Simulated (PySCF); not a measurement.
Job file and geometry (Å, from GFN2-xTB) of an NMR shielding run on `CC(C)OC(=O)[SiH2]S[SiH3]`, C₄H₁₂O₂SSi₂, GIAO PBE0/pcSseg-1 NMR shielding, non-relativistic, gas phase (PySCF 2.14.0, density-fitted response routines); density fitting, a coarse starting grid and PySCF grid level 2 are the driver's defaults:

```
$ OMP_NUM_THREADS=1 python probes_run.py task.json out

{"job": {"kind": "nmr", "xc": "PBE0", "basis": "pcSseg-1"}, "charge": 0, "multiplicity": 1}
C     -3.037341     0.497776     0.127689
C     -1.698885    -0.108209    -0.263371
C     -1.747912    -1.630063    -0.321641
O     -0.739205     0.306868     0.736796
C      0.538471     0.327788     0.417593
O      0.970568     0.026424    -0.678626
Si     1.617072     0.901953     1.887490
S      3.606391     0.702301     1.227642
Si     3.555074     0.177418    -0.908159
H     -3.788537     0.241454    -0.614048
H     -2.960184     1.580010     0.192457
H     -3.346922     0.113420     1.096201
H     -1.358655     0.286450    -1.229573
H     -2.024275    -2.031555     0.651039
H     -2.480860    -1.944618    -1.059113
H     -0.775941    -2.027427    -0.604184
H      1.262719     2.288483     2.167714
H      1.339068     0.017639     3.010351
H      3.114913    -1.197345    -1.052361
H      2.943537     1.266664    -1.646325
H      5.001986     0.221512    -1.127678
```

Q: Write the output of this run.

A: 
```
coarse grid: 18832 points
cycle   1  E = -1286.2918444025  dE =  9.971e-01  |g| = 8.770e-01  |ddm| = 4.055e+00
cycle   2  E = -1285.9633984342  dE =  3.284e-01  |g| = 1.580e+00  |ddm| = 1.653e+00
cycle   3  E = -1286.4259485088  dE = -4.626e-01  |g| = 3.069e-01  |ddm| = 1.180e+00
cycle   4  E = -1286.4432219303  dE = -1.727e-02  |g| = 9.121e-02  |ddm| = 2.579e-01
cycle   5  E = -1286.4444941950  dE = -1.272e-03  |g| = 2.933e-02  |ddm| = 6.265e-02
cycle   6  E = -1286.4446712010  dE = -1.770e-04  |g| = 4.912e-03  |ddm| = 2.412e-02
cycle   7  E = -1286.4446760988  dE = -4.898e-06  |g| = 1.041e-03  |ddm| = 5.026e-03
final grid: 167312 points
cycle   8  E = -1286.5199077510  dE = -3.173e-05  |g| = 1.356e-02  |ddm| = 2.965e-02
cycle   9  E = -1286.5198688962  dE =  3.885e-05  |g| = 1.998e-02  |ddm| = 2.077e-02
cycle  10  E = -1286.5199415923  dE = -7.270e-05  |g| = 2.527e-03  |ddm| = 1.246e-02
cycle  11  E = -1286.5199427814  dE = -1.189e-06  |g| = 5.633e-04  |ddm| = 1.841e-03
cycle  12  E = -1286.5199428294  dE = -4.796e-08  |g| = 2.048e-04  |ddm| = 4.535e-04
cycle  13  E = -1286.5199428379  dE = -8.575e-09  |g| = 3.355e-05  |ddm| = 1.834e-04
cycle  14  E = -1286.5199428382  dE = -2.274e-10  |g| = 1.158e-05  |ddm| = 3.603e-05
converged SCF energy = -1286.5199428382

GIAO shielding tensors (ppm)
atom      isotropic    diamagn.    paramagn.     s11        s22        s33       span
  0 C      163.182     247.294     -84.112    146.002    156.709    186.835     40.833
  1 C      115.214     245.016    -129.801     75.175    113.864    156.604     81.429
  2 C      163.512     250.116     -86.604    144.355    159.130    187.051     42.696
  3 O       65.765     405.723    -339.958   -120.533    128.567    189.262    309.795
  4 C       -5.872     255.895    -261.767    -99.865     13.491     68.759    168.624
  5 O     -164.099     406.823    -570.922   -517.763   -253.384    278.851    796.614
  6 Si     397.855     880.996    -483.142    354.068    369.785    469.710    115.642
  7 S      855.891    1058.583    -202.692    774.507    876.890    916.275    141.767
  8 Si     404.911     877.719    -472.808    363.468    397.910    453.355     89.886
  9 H       30.581      28.625       1.956     26.361     28.222     37.160     10.799
 10 H       30.207      30.155       0.051     25.913     28.047     36.660     10.747
 11 H       30.274      29.960       0.314     27.158     28.507     35.156      7.998
 12 H       26.397      34.136      -7.738     23.187     27.669     28.336      5.150
 13 H       30.631      31.628      -0.998     27.852     28.500     35.541      7.689
 14 H       30.717      30.479       0.238     26.607     28.091     37.453     10.846
 15 H       29.732      33.007      -3.275     24.426     30.051     34.718     10.292
 16 H       26.740      29.347      -2.607     22.298     25.360     32.563     10.265
 17 H       26.760      29.588      -2.828     22.424     25.368     32.487     10.063
 18 H       26.530      29.933      -3.403     22.798     25.190     31.603      8.805
 19 H       26.604      29.719      -3.114     23.108     24.990     31.715      8.607
 20 H       27.075      27.252      -0.177     22.774     25.369     33.081     10.307
```

Q: Turn these shieldings into chemical shifts. Referencing at the same level of theory: TMS for ¹³C (σ = 186.93 ppm), ²⁹Si (σ = 349.16 ppm), ¹H (σ = 31.72 ppm); H2O for ¹⁷O (σ = 336.08 ppm); ³³S (σ = 503.73 ppm) against CS2.

A: Averaging equivalent atoms: C 4: 192.8; C 1: 71.7; C 0/2: 23.6; O 5: 500.2; O 3: 270.3; Si 6: -48.7; Si 8: -55.8; S 7: -352; H 12: 5.32; H 18/19/20: 4.98; H 16/17: 4.97; H 9/10/11/13/14/15: 1.36 ppm. Unscaled 17O shifts of doubly bonded oxygen tend to come out too high, by tens of ppm or more. Experimental scales use liquid or dissolved standards, which lie at an offset from isolated H2O (liquid H2O: subtract about 36 ppm).

Size and cost of the density-fitted run: 234 basis functions, 97 s wall time on 1 thread of an Arm Neoverse N1, shared host; peak memory 1.1 GiB.
